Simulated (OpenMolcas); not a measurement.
**Worked example: vertical energy of the quartet above the doublet of C2H4ClSi (SMILES C=C[SiH]Cl)**

C2H4ClSi: 8 atoms, total charge 0, spin state doublet. SMILES: `C=C[SiH]Cl`. The shape is that of a PBE0-D4/def2-TZVP optimisation.

Both states at this one shape; open shells run unrestricted unless said. 1 Eh = 27.2114 eV.

| level | program | doublet C2H4ClSi (Eh) | quartet C2H4ClSi (Eh) |
| --- | --- | --- | --- |
| UPBE/def2-SVP | OpenMolcas | -827.544265 | -827.374018 |
| UM06-2X/def2-SVP | OpenMolcas | -827.921728 | -827.749835 |
| ROCCSD(T)/def2-SVP, 12 core orbitals frozen | OpenMolcas | -826.732632 | -826.559848 |

Task: Work out the vertical gap, second state less first, at each level.

Result: 
1. UPBE/def2-SVP: -827.374018 − (-827.544265) = 0.170247 Eh = 4.63 eV.
2. UM06-2X/def2-SVP: -827.749835 − (-827.921728) = 0.171893 Eh = 4.68 eV.
3. ROCCSD(T)/def2-SVP: -826.559848 − (-826.732632) = 0.172784 Eh = 4.70 eV.

No measured value is set beside it here; the levels span 4.63 to 4.70 eV.
